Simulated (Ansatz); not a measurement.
Program: Ansatz. Geometries: PBE0-D4/def2-TZVP. ΔE: electronic, gas phase. CBS: MP2 limit from def2 TZ/QZ plus the TZ coupled-cluster correction, frozen cores. This one scheme is used for every species. DFT in def2-TZVPP. B3LYP here is the variant with VWN-RPA as its local correlation; programs differ in this. Elements past krypton have def2 core potentials. For Nb outer-core shells are correlated without core-valence functions, which leaves a few kJ/mol of doubt a bond. One conformer a species, not always the lowest.

Reaction (ligand exchange at the Nb–O bond): `[O]=[Nb]([OH])([OH])[Cl]` + NH₃ → `[NH2][Nb](=[O])([OH])[Cl]` + H₂O

`[O]=[Nb]([OH])([OH])[Cl]`:

Cartesian coordinates in Å:
```
O -1.177 0.973 -0.910
Nb -0.287 -0.008 0.137
O 0.399 -1.463 -0.847
O 1.135 1.009 0.844
Cl -1.681 -0.746 1.823
H 0.264 -1.700 -1.766
H 1.347 1.936 0.721
```

NH₃:

Cartesian coordinates in Å:
```
N -0.010 0.078 -0.271
H -0.406 0.784 0.338
H -0.525 -0.778 -0.107
H 0.940 -0.083 0.039
```

`[NH2][Nb](=[O])([OH])[Cl]`:

Cartesian coordinates in Å:
```
N 1.137 0.556 -0.651
Nb -0.640 0.106 0.028
O -1.671 0.257 -1.301
O -0.738 -1.678 0.661
Cl -1.202 1.589 1.719
H 1.985 0.561 -0.101
H 1.333 0.819 -1.606
H -0.205 -2.210 1.252
```

H₂O:

```xyz
3

O    -0.042   -0.134   -0.363
H    -0.626    0.463    0.111
H     0.668   -0.329    0.252
```

```json
{"level": "BLYP-D4", "ΔE (kcal/mol)": "13.3"}
{"level": "PBE0-D4", "ΔE (kcal/mol)": "12.5"}
{"level": "B3LYP-D4", "ΔE (kcal/mol)": "13.1"}
{"level": "ωB97X-V", "ΔE (kcal/mol)": "13.7"}
{"level": "LC-ωPBE", "ΔE (kcal/mol)": "14.0"}
{"level": "CCSD(T)/def2-SVP", "ΔE (kcal/mol)": "13.7"}
{"level": "HF/def2-TZVPP", "ΔE (kcal/mol)": "14.2"}
{"level": "HF/def2-QZVPP", "ΔE (kcal/mol)": "14.1"}
```

(1) What does CCSD(T)/CBS give? (An estimate is asked.)

Largest T1 diagnostic among the species: 0.022, so the coupled-cluster value is less sure than usual.

## Answers

(1) Computed: +11.6 kcal/mol. The listed levels differ from it by 1.7, 0.9, 1.5, 2.1, 2.4, 2.1, 2.6, 2.5 kcal/mol.

In def2-TZVPP, CCSD(T) changes the Hartree–Fock value by −1.9 kcal/mol (the triples alone add −0.1 kcal/mol) and MP2 by −2.3 kcal/mol. Leaving LDA and LC-ωPBE aside and taking each functional with its dispersion term where it has one, the values, not all of them listed here, spread over 1.9 kcal/mol, from HSE06-D4 to B97M-V. At CCSD(T), def2-SVP lies +2.1 kcal/mol from the extrapolated value and def2-TZVPP +0.8 kcal/mol.
